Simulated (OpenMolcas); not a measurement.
## Exact exchange and the HOMO–LUMO gap of GaH3

GaH3: 4 atoms, total charge 0, spin state singlet. As SMILES, `[GaH3]`. The coordinates come from a PBE0-D4/def2-TZVP relaxation.

The HOMO–LUMO gap y, in eV, basis def2-TZVPPD; a is the functional's share of exact exchange. Programs: OpenMolcas 26.06.

```
functional     program     a  y (eV)
       PBE  OpenMolcas     0    4.69
    r2SCAN  OpenMolcas     0    5.34
     B3LYP  OpenMolcas   0.2    6.28
      PBE0  OpenMolcas  0.25       ?
     BHLYP  OpenMolcas   0.5    8.69
```

Fit y = c + s·a to the known rows and predict PBE0.


1. Means of the 4 rows: a = 0.1750, y = 6.250.
2. Σ(Δa)² = 0.1675, Σ(Δa·Δy) = 1.226, so the slope is 1.226/0.1675 = 7.3194.
3. Intercept: 6.250 − (7.3194) × 0.1750 = 4.969. The largest residual of the fit is 0.37.
4. PBE0: 4.969 + (7.3194) × 0.25 = 6.80 eV.

The run gave 6.76 eV, so the prediction is off by +0.04 eV, within the scatter of the fit. Exact exchange lowers occupied levels and raises empty ones. The rows mix families of semi-local functionals, which the line can't see.
